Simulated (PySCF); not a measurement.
**CH6GeN2O: core ionisation energies**

CH₆GeN₂O.
Z-matrix (Å and degrees, PBE0-D3(BJ)/def2-SVP geometry), rows numbered from 1:
```
N 
Ge  1  1.8227
N   2  1.8716  1  106.15
C   3  1.3508  2  116.77  1   -57.60
O   4  1.2155  3  123.06  2    -1.49
H   1  1.0185  2  111.07  3    64.10
H   1  1.0166  2  114.96  3  -171.01
H   2  1.5380  1  109.00  3   113.23
H   2  1.5404  1  117.12  3  -119.30
H   3  1.0133  2  124.49  1   116.55
H   4  1.1167  3  114.77  2   178.49
```

Computed with delta-SCF UKS SCAN, pcX-2 on the ionised atom, pcseg-1 elsewhere, spin-free X2C in PySCF 2.14.0. Vertical ΔSCF values, vacuum level as zero.

**Question.** Give the core binding energies atom by atom.

**Answer.** 
```
atom(s)                 bonded to  level  binding energy (eV)  above the level's lowest (eV)  count
     C4  O (double bond), N and H   C 1s               293.80                           0.00      1
     N1                2 H and Ge   N 1s               404.51                           0.00      1
     N3               C, H and Ge   N 1s               405.30                          +0.79      1
     O5           C (double bond)   O 1s               537.18                           0.00      1
```

Lowest listed N 1s: N1, bonded to 2 H and Ge. Highest, 0.79 eV above it: N3, bonded to C, H and Ge.

**Question.** Which photon energy gives electrons from O 1s of O5 a kinetic energy of 150 eV, and what is their de Broglie wavelength?

**Answer.** hν = 537.18 + 150 = 687.18 eV, recoil neglected; λ = 12.264 Å/√(E/eV) = 1.00 Å.

No level of germanium is listed. The structure is a single PBE0-D3(BJ)/def2-SVP conformer in the gas phase; no vibrational or solvent corrections.
